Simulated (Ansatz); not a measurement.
Reaction (formal hydrolysis of the Si–Si bond): `C[SiH](S)[SiH2]Cl` + H₂O → `C[SiH](O)S` + `[SiH3]Cl`

Isolated molecules relaxed with PBE0-D4/def2-TZVP in Ansatz; ΔE leaves out vibrations. CCSD(T)/CBS adds triple-zeta CCSD(T) − MP2 to the extrapolated MP2 energy (def2 sets, frozen cores). This one scheme is used for every species. Each species was taken in one conformer, which may not be the lowest.

`C[SiH](S)[SiH2]Cl`:

Z-matrix (Å, degrees):
```
C
Si 1 1.868
H 1 1.093 2 110.6
H 1 1.092 2 110.3 3 120.3
H 1 1.092 2 110.5 3 -119.9
S 2 2.143 1 113.1 3 -176.6
Si 2 2.340 1 110.8 3 63.8
H 2 1.488 1 111.1 3 -59.6
H 6 1.345 2 94.0 1 -71.6
Cl 7 2.074 2 105.6 1 65.6
H 7 1.484 2 112.9 1 -177.1
H 7 1.487 2 114.2 1 -51.5
```

H₂O:

Z-matrix (Å, degrees):
```
O
H 1 0.960
H 1 0.960 2 105.1
```

`C[SiH](O)S`:

```xyz
10

C     0.102   -1.043   -0.897
Si    0.182    0.590   -0.028
O     1.254    0.390    1.205
S    -1.727    1.262    0.672
H    -0.562   -0.985   -1.762
H     1.097   -1.338   -1.238
H    -0.271   -1.820   -0.226
H     0.588    1.696   -0.935
H     1.321    1.105    1.840
H    -1.985    0.143    1.371
```

`[SiH3]Cl`:

```xyz
5

Si   -0.056    0.113   -0.023
Cl    0.839   -1.696    0.351
H     0.197    1.010    1.127
H    -1.510   -0.108   -0.196
H     0.530    0.681   -1.259
```

| species | CCSD(T)/CBS(def2) energy (Eh) |
| --- | --- |
| `C[SiH](S)[SiH2]Cl` | -1478.06740 |
| H₂O | -76.37941 |
| `C[SiH](O)S` | -803.78841 |
| `[SiH3]Cl` | -750.69636 |

(1) Work out ΔE.

Largest T1 diagnostic among the species: 0.011.

Answers

(1) ΔE = (-803.78841) + (-750.69636) − (-1478.06740) − (-76.37941) = -0.03796 Eh = -99.7 kJ/mol.

In def2-TZVPP, CCSD(T) changes the Hartree–Fock value by +29.6 kJ/mol (the triples alone add +4.4 kJ/mol) and MP2 by +26.1 kJ/mol. From PBE to PBE0 (25 % exact exchange), in def2-TZVPP and without D4, ΔE moves by −5.6 kJ/mol. The D4 term adds +13.0 kJ/mol with B3LYP and +7.7 kJ/mol with PBE0; it sums over pairs of atoms, weighted by their polarisabilities, and B3LYP, whose exchange is more repulsive, gets the larger term.

B3LYP here is the variant with VWN-RPA as its local correlation; programs differ in this.
